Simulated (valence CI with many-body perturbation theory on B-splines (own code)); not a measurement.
Values are calculated unless marked as measured or tabulated.
# From CI to CI+MBPT in Te XLVI

Level of theory: relativistic CI+MBPT: five valence electrons over a frozen Dirac-Fock core [He], radial functions for each j: 9 s, 9 p, 8 d, 6 f, 3 g, 1 h, with the one-electron correlation potential Σ1, the two-electron term Σ2, the three-electron term Σ3, Breit, model QED; selected CI, second order for the rest (own B-spline code, finite nucleus).

The last digits are not significant, and no measured levels were compared; by estimate large intervals hold to a few tenths of a per cent, small ones and those within an open d or f shell to about a per cent. Among the levels kept, up to 1300 cm⁻¹ of a level comes from second order outside the variational space, and about a tenth of that is noise between levels of different J, which matters for small intervals.

Each rung adds one term. CI alone is the Dirac-Coulomb CI over the frozen core; QED comes last and gives the full result, which names the levels. Energies are above (2s^2 2p1/2^2 2p3/2) J=3/2 on the same rung, in × 10³ cm⁻¹.

Levels are named by their leading jj configuration (3d3/2^4 stands for four electrons in 3d with j = 3/2), which in mixed levels can hold well under half, so a name can repeat and another be missing. Letters in brackets count levels of one name in rising energy.

```csv
Level,CI alone,Σ1,Σ2,Σ3,Breit,QED,Full
(2s^2 2p1/2 2p3/2^2) J=3/2,2211.3,+0.71,-0.25,+0.08,-35.65,+4.53,2180.7
(2s^2 2p1/2 2p3/2^2) J=5/2,2394.7,+0.72,+0.16,-0.20,-62.35,+4.48,2337.5
(2s^2 2p1/2 2p3/2^2) J=1/2,2599.0,+0.72,+0.81,-0.43,-29.75,+4.24,2574.6
(2s 2p1/2^2 2p3/2^2) J=5/2,3903.1,-1.23,-1.54,-0.49,-12.92,-37.14,3849.8
(2s 2p1/2^2 2p3/2^2) J=1/2,4403.2,-1.21,-1.45,-1.04,+12.25,-37.19,4374.5
(2s 2p1/2^2 2p3/2^2) J=3/2,4434.5,-1.22,-2.73,-1.36,-4.94,-37.30,4387.0
(2s^2 2p3/2^3) J=3/2,4830.2,+1.41,+0.53,-0.36,-75.82,+8.39,4764.4
(2s 2p1/2 2p3/2^3) J=3/2 [a],6260.8,-0.53,-1.37,-0.66,-34.48,-32.87,6190.9
(2s 2p1/2 2p3/2^3) J=5/2,6538.8,-0.52,-1.54,-0.98,-60.13,-32.90,6442.7
(2s 2p1/2 2p3/2^3) J=1/2,6791.0,-0.52,-2.62,-1.50,-34.07,-33.02,6719.3
(2s 2p1/2 2p3/2^3) J=3/2 [b],6898.9,-0.52,-2.77,-1.66,-49.44,-33.12,6811.4
(2p1/2^2 2p3/2^3) J=3/2,8742.6,-2.42,-5.21,-2.27,-0.99,-73.91,8657.8
(2s 2p3/2^4) J=1/2,9142.6,+0.18,-1.61,-1.45,-69.45,-28.67,9041.6
(2p1/2 2p3/2^4) J=1/2,11117,-1.73,-4.61,-2.23,-39.05,-70.05,10999
(2s^2 2p1/2^2 3s) J=1/2,34054,+2.19,+0.94,-1.09,-26.77,+8.45,34037
(2s^2 2p1/2^2 3p1/2) J=1/2,34558,+1.80,+0.76,-1.09,-14.17,-3.39,34542
(2s^2 2p1/2^2 3p3/2) J=3/2,35315,+1.96,+0.19,-1.09,-27.65,-1.98,35286
(2s^2 2p1/2^2 3d3/2) J=3/2,35812,+2.27,+0.63,-1.05,-29.72,-3.05,35781
(2s^2 2p1/2^2 3d5/2) J=5/2,36071,+2.29,+0.55,-1.05,-38.39,-2.43,36032
(2s^2 2p1/2 2p3/2 3s) J=3/2 [a],36316,+2.91,+0.35,-0.99,-68.88,+13.09,36263
(2s^2 2p1/2 2p3/2 3s) J=1/2,36372,+2.91,+0.30,-0.98,-68.95,+13.08,36318
(2s^2 2p1/2 2p3/2 3s) J=5/2,36472,+2.92,+0.59,-1.19,-91.48,+13.02,36396
(2s^2 2p1/2 2p3/2 3s) J=3/2 [b],36502,+2.92,+0.44,-1.20,-88.75,+13.14,36429
(2s^2 2p1/2 2p3/2 3p1/2) J=1/2,36816,+2.52,+0.24,-0.98,-55.35,+1.26,36764
(2s^2 2p1/2 2p3/2 3p1/2) J=3/2 [a],36867,+2.52,+0.08,-1.02,-62.62,+1.33,36807
(2s^2 2p1/2 2p3/2 3p1/2) J=5/2,36980,+2.52,+0.44,-1.19,-82.72,+1.32,36901
(2s^2 2p1/2 2p3/2 3p1/2) J=3/2 [b],37153,+2.52,-0.07,-1.15,-68.87,+1.17,37087
(2s^2 2p1/2 2p3/2 3p3/2) J=5/2 [a],37493,+2.50,+0.07,-1.02,-67.76,-0.47,37427
(2s^2 2p1/2 2p3/2 3p3/2) J=1/2 [a],37550,+2.66,+0.30,-1.04,-73.77,+2.30,37480
(2s^2 2p1/2 2p3/2 3p3/2) J=3/2 [a],37600,+2.67,+0.06,-1.04,-77.37,+2.55,37526
(2s^2 2p1/2 2p3/2 3p3/2) J=7/2,37671,+2.68,+0.51,-1.19,-95.57,+2.54,37580
```

The middle columns are the shifts that each term adds.

Task: How does the ionisation energy move along the ladder, and which term matters most?

Result: CI alone 7718.8, + Σ1 7719.1, + Σ2 7719.2, + Σ3 7719.1, + Breit 7714.2, + QED 7713.9 eV. The largest step is Breit, -4.9 eV. NIST lists 7714 ± 4 eV (theoretical).
